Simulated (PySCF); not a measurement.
# How methods differ on the ionisation energy of Te³⁵⁺

Te³⁵⁺ [Ne] 3s2 3p5 (2P) → Te³⁶⁺ [Ne] 3s2 3p4 (3P), as a difference of total energies. All numbers are calculated (PySCF 2.14, scalar relativity by spin-free X2C-1e, in an uncontracted even-tempered set (18 s from 5.6 bohr⁻², ratio 2.5; 12 p from 7.3 bohr⁻², ratio 2.5; 5 d from 33 bohr⁻², ratio 2.7; 4 f from 50 bohr⁻², ratio 2.7)). Correlated levels: outer shells: 1s2 frozen; virtual orbitals above 40 to 60 times the deepest correlated orbital energy dropped. The calculations carry no spin-orbit coupling.

```csv
method,ionisation energy (eV)
UHF,2406.1
LDA,2408.3
PBE,2408.6
PBE0,2408.5
r2SCAN,2408.7
r2SCAN0,2408.6
revPBE,2408.5
MP2 (outer shells),2407.2
SCS-MP2 (outer shells),2407.1
```

Spin-orbit coupling is strong in these open shells (close to jj coupling). The scalar numbers leave it out and a first-order estimate fails, so it can dominate the gap to the real levels.

Breit and QED terms and the two-electron picture change are absent.

For comparison: 2386 ± 5 eV (theoretical estimate listed by NIST; NIST Atomic Spectra Database, ionization energies).
